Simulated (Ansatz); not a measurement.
Sn4Cl4. The state is a triplet with charge 0. Geometry PBE0-D4/def2-SVP, that of the neutral singlet; atoms count from 1.

```xyz
8

Sn    0.8863    0.7318   -1.9637
Sn    0.0825    1.4684    1.0099
Sn    1.9243   -1.2000    0.1535
Sn   -1.9483   -0.0646   -1.1687
Cl    2.2499    0.2619    2.2726
Cl    0.1932   -1.8276   -2.1433
Cl   -2.6574    1.6920    0.6085
Cl   -0.7305   -1.0620    1.2313
```

In the def2 sets Sn takes a core potential; there is no spin–orbit coupling. At PBE0-D4/def2-SVP a singlet of charge 0 lies 1.42 eV below the triplet at the same geometry. The structure comes from a short search, and lower isomers may exist.

(1) Estimate the Mulliken populations from the PBE0/def2-SVP orbitals of Ansatz.

(2) Where does the spin sit?

(3) And the Mayer bond orders between bonded heavy atoms (over 0.3)?

Results:

(1) 
```json
{"atom": "Sn1", "charge (e)": "0.09", "spin (α − β)": "0.58"}
{"atom": "Sn2", "charge (e)": "0.38", "spin (α − β)": "0.21"}
{"atom": "Sn3", "charge (e)": "0.47", "spin (α − β)": "0.55"}
{"atom": "Sn4", "charge (e)": "0.47", "spin (α − β)": "0.55"}
{"atom": "Cl5", "charge (e)": "-0.36", "spin (α − β)": "0.03"}
{"atom": "Cl6", "charge (e)": "-0.37", "spin (α − β)": "0.04"}
{"atom": "Cl7", "charge (e)": "-0.36", "spin (α − β)": "0.03"}
{"atom": "Cl8", "charge (e)": "-0.32", "spin (α − β)": "0.01"}
```
Mulliken values and Mayer orders depend strongly on the basis.

(2) Summed by element: Sn 1.89, Cl 0.11, of 2 unpaired in all. Largest on single atoms: Sn1 0.58, Sn3 0.55, Sn4 0.55.

(3) Sn1–Sn2 0.67 (3.17 Å); Sn1–Sn3 0.60 (3.05 Å); Sn1–Sn4 0.61 (3.05 Å); Sn1–Cl6 0.43 (2.66 Å); Sn2–Cl5 0.39 (2.78 Å); Sn2–Cl7 0.39 (2.78 Å); Sn2–Cl8 0.43 (2.67 Å); Sn3–Cl5 0.63 (2.59 Å); Sn3–Cl8 0.34 (2.87 Å); Sn4–Cl7 0.63 (2.60 Å); Sn4–Cl8 0.34 (2.87 Å).
